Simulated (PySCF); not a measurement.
Be(tBu)(OSiH3), C4H12BeOSi, SMILES [Be]([O][SiH3])[C](C)(C)C, GFN2-xTB optimised geometry.

```
19

Be    -0.02    -0.05     0.00
C      1.73    -0.09     0.02
C      2.29    -0.88    -1.18
C      2.37     1.30    -0.03
C      2.26    -0.78     1.29
H      3.38    -0.91    -1.13
H      2.01    -0.42    -2.12
H      1.93    -1.91    -1.18
H      2.09     1.83    -0.94
H      2.06     1.91     0.82
H      3.46     1.22    -0.01
H      1.95    -0.24     2.18
H      1.89    -1.80     1.37
H      3.35    -0.81     1.28
O     -1.42    -0.04     0.00
Si    -3.04    -0.04     0.00
H     -3.46    -0.74    -1.21
H     -3.46     1.36     0.00
H     -3.46    -0.74     1.22
```

Density from PBE0/def2-SVP run with PySCF at that geometry.

Minimum of the electron density along straight lines between bonded atoms, close to the bond critical point (lines longer than 1.1 times the sum of covalent radii, or with two minima, are not listed):

```tsv
bond	length / Å	ρ at the minimum / e bohr⁻³	∇²ρ there / e bohr⁻⁵	position (fraction from the first atom)
Be1–C2	1.754	0.096	0.19	0.33
C2–C3	1.539	0.236	-0.51	0.49
C2–C4	1.539	0.236	-0.51	0.49
C2–C5	1.539	0.236	-0.51	0.49
C3–H6	1.093	0.273	-0.98	0.62
C3–H7	1.088	0.276	-1.00	0.62
C3–H8	1.088	0.276	-1.00	0.62
C4–H9	1.088	0.276	-1.00	0.62
C4–H10	1.088	0.276	-1.00	0.62
C4–H11	1.093	0.273	-0.98	0.62
C5–H12	1.088	0.276	-1.00	0.62
C5–H13	1.088	0.276	-1.00	0.62
C5–H14	1.093	0.273	-0.98	0.62
Be1–O15	1.399	0.129	1.27	0.36
O15–Si16	1.620	0.128	1.11	0.59
Si16–H17	1.463	0.119	0.32	0.49
Si16–H18	1.463	0.119	0.33	0.49
Si16–H19	1.463	0.119	0.32	0.49
```
